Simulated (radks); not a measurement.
Cd3+, 45 electrons, occupied as [Kr] 4d9.

Calculated with a radial shooting solver on a logarithmic mesh with Libxc functionals: Dirac Kohn-Sham, LB94 model potential, spin-unpolarised, spherical densities, finite nucleus; open shells fill j = l - 1/2 first; Fermi nuclear charge, rms radius 4.6087 fm.

Energy parts (eV):
part                   energy
kinetic            160126.432
electron-nucleus  -368306.412
Hartree             60160.335
(The LB94 potential has no energy functional, so no total or exchange-correlation energy is given.)

Orbitals (lengths in bohr, moments of r in powers of bohr; r(90%) holds 90 % of the orbital's charge):
| orbital | occ. | eigenvalue (eV) | <r^2> | r(90%) | <r^4> |
|---|---|---|---|---|---|
| 1s1/2 | 2 | -26686.28 | 0.001245 | 0.0545 | 4.033e-06 |
| 2s1/2 | 2 | -4012.092 | 0.02027 | 0.203 | 0.0007078 |
| 2p1/2 | 2 | -3743.688 | 0.01510 | 0.182 | 0.0004581 |
| 2p3/2 | 4 | -3548.960 | 0.01641 | 0.188 | 0.0005316 |
| 3s1/2 | 2 | -789.6895 | 0.1464 | 0.526 | 0.03270 |
| 3p1/2 | 2 | -680.9366 | 0.1414 | 0.525 | 0.03203 |
| 3p3/2 | 4 | -646.3811 | 0.1501 | 0.540 | 0.03597 |
| 3d3/2 | 4 | -453.0527 | 0.1306 | 0.523 | 0.03160 |
| 3d5/2 | 6 | -445.9590 | 0.1332 | 0.528 | 0.03279 |
| 4s1/2 | 2 | -149.6144 | 0.8675 | 1.27 | 1.131 |
| 4p1/2 | 2 | -114.7408 | 0.9944 | 1.38 | 1.546 |
| 4p3/2 | 4 | -108.7142 | 1.062 | 1.42 | 1.763 |
| 4d3/2 | 4 | -55.0169 | 1.676 | 1.85 | 4.990 |
| 4d5/2 | 5 | -54.2314 | 1.715 | 1.87 | 5.222 |
| 5s1/2 | 0 | -40.7763 | 5.348 | 3.13 | 41.11 |
| 5p1/2 | 0 | -32.5392 | 6.851 | 3.55 | 68.12 |
| 5p3/2 | 0 | -31.6813 | 7.196 | 3.64 | 74.93 |

The highest occupied level is 4d5/2 at -54.231 eV. The electron density at the nucleus is 1.595e+05 e/bohr^3. The density falls to 0.001 e/bohr^3 at r = 3.01 bohr. For comparison, the ionisation energy in NIST's Atomic Spectra Database is 51 eV (theoretical). In exact Kohn-Sham theory the highest level is minus the ionisation energy, but local and semilocal functionals leave it too shallow, through self-interaction and a potential that decays too fast; potentials with the right tail come closer.

Beside tabulated values, note that spin-unpolarised runs miss the spin-polarisation part of the exchange energy of open shells.
